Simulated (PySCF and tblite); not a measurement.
Values are calculated unless marked as measured or tabulated.
C9H12, numbered as in [CH:1]#[C:2][C@H:3]1[CH2:4][C@@H:5]2[CH2:6][CH2:7][C@@H:8]2[CH2:9]1.

Search: ETKDG, MMFF94s, GFN2-xTB, 60 starts; geometries at GFN2-xTB. Energies: PBE0-D3(BJ)/pcSseg-1, with GFN2-xTB thermal terms (modes under about 100 cm⁻¹ blended into free rotors). Symmetry numbers and mirror images are counted. Conformers within 2.5 kcal/mol (GFN2-xTB free energy) were kept, 2 at most. Couplings: B3LYP/6-31G* with pcJ-1 on H (gas phase; spin-dipole term only for pairs with B, N, F, Si or P). Couplings are for ¹H. H–H couplings come out 0.1 to 0.9 Hz lower than with pcJ-1 on all atoms. Of two unlike H on one atom, a is the less shielded (PBE0/pcSseg-1). Codes: tblite and PySCF.

The 4-ring runs over atoms 5–6–7–8. The 5-ring runs over atoms 3–4–5–8–9.

```
conformer                                                              shape  weight %
        1  4-ring flat; 5-ring envelope (ring torsions -23, 0, 23, -37, 37°)      98.9
        2  4-ring flat; 5-ring envelope (ring torsions 22, 1, -24, 37, -37°)       1.1
```

Problem. Give the couplings in each conformer and the averages at 298.15 K (pairs that fast motion interchanges averaged).

Solution. 
```tsv
coupling	pairs	1	2	average (Hz)
³J(H3,H4b)	2	12.1	0.5	12.0
³J(H3,H4a)	2	7.4	7.4	7.4
²J(H4b,H4a)	2	-13.6	-13.1	-13.6
³J(H4b,H5)	2	8.6	10.5	8.6
³J(H4a,H5)	2	0.2	7.1	0.3
³J(H5,H6a)	2	10.8	10.4	10.8
³J(H5,H6b)	2	4.3	4.2	4.3
³J(H5,H8)	1	8.0	10.6	8.0
²J(H6a,H6b)	2	-13.7	-13.6	-13.7
³J(H6a,H7b)	2	6.1	5.9	6.1
³J(H6a,H7a)	1	12.8	12.1	12.8
³J(H6b,H7b)	1	11.7	11.6	11.7
```

GFN2-xTB leaves a saturated small ring flat here that puckers in reality.
